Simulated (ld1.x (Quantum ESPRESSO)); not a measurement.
**Pd, RRKJ: configuration errors across variants**

```
Element                 : Pd (Z = 46)
Generator               : ld1.x (Quantum ESPRESSO) 7.5
Type                    : norm-conserving RRKJ (Kleinman–Bylander form)
Functional              : revPBE
Relativity              : scalar-relativistic
Frozen core             : [Ar] 3d10
Valence charge          : 18
Reference configuration : 4s2 4p6 4d9.5 5s0 5p0 (charge +0.5)
Partial waves           : 4p (bound): rc 1.65 bohr; 4d (bound): rc 1.90 bohr; 4s (bound): rc 1.10 bohr
Local potential         : the s channel
Core correction         : none
```

All-electron excitation energies from the reference (eV): (1) 4s2 4p6 4d10 5s0 5p0 -3.187; (2) 4s2 4p6 4d9 5s0 5p0 5.835; (3) 4s2 4p6 4d8 5s0 5p0 26.565; (4) 4s2 4p6 4d6 5s0 5p0 110.122; (5) 4s2 4p6 4d9 5s0 5p1 2.049; (6) 4s2 4p5 4d10 5s0 5p0 53.886; (7) 4s2 4p6 4d8 5s1 5p0 10.432.

Tests that are not counted but printed errors over 1 eV. “wave 4d (bound): rc 1.90 bohr becomes 4d (bound): rc 2.86 bohr”: 4s2 4p6 4d10 5s0 5p0 (pseudo-atom not self-consistent, printed error -3209 eV).

Errors AE − PS in meV (a dash: test not solved or not reliable):

| change | (1) | (2) | (3) | (4) | (5) | (6) | (7) | bound ghosts |
| --- | --- | --- | --- | --- | --- | --- | --- | --- |
| base | -0.6 | -0.4 | -1.1 | +113 | +73 | -139 | +227 | none |
| wave 4d (bound): rc 1.90 bohr becomes 4d (bound): rc 1.28 bohr | -0.1 | +0.3 | +3.4 | +58 | +73 | -61 | +222 | none |
| wave 4d (bound): rc 1.90 bohr becomes 4d (bound): rc 1.38 bohr | -0.1 | +0.2 | +3.1 | +58 | +73 | -64 | +222 | none |
| wave 4d (bound): rc 1.90 bohr becomes 4d (bound): rc 1.54 bohr | -0.1 | +0.2 | +2.5 | +59 | +73 | -71 | +222 | none |
| wave 4d (bound): rc 1.90 bohr becomes 4d (bound): rc 1.80 bohr | -0.5 | -0.2 | -0.3 | +84 | +73 | -114 | +224 | none |
| wave 4d (bound): rc 1.90 bohr becomes 4d (bound): rc 2.00 bohr | -0.8 | -0.6 | -1.3 | +164 | +73 | -172 | +232 | none |
| wave 4d (bound): rc 1.90 bohr becomes 4d (bound): rc 2.12 bohr | -1.1 | -0.9 | +0.1 | +253 | +74 | -215 | +242 | none |
| wave 4d (bound): rc 1.90 bohr becomes 4d (bound): rc 2.52 bohr | -2.5 | -0.2 | +47 | +1172 | +82 | -440 | +345 | none |
| wave 4d (bound): rc 1.90 bohr becomes 4d (bound): rc 2.64 bohr | -2.7 | +1.3 | +87 | +1727 | +87 | -521 | +407 | none |
| wave 4d (bound): rc 1.90 bohr becomes 4d (bound): rc 2.86 bohr | – | +6.5 | +189 | +2914 | +100 | -645 | +535 | none |

**Question.** Give the same row for: wave 4d (bound): rc 1.90 bohr becomes 4d (bound): rc 2.34 bohr.

**Answer.** -1.9, -1.0, +14, +622, +77, -330, +284; bound ghosts: none.
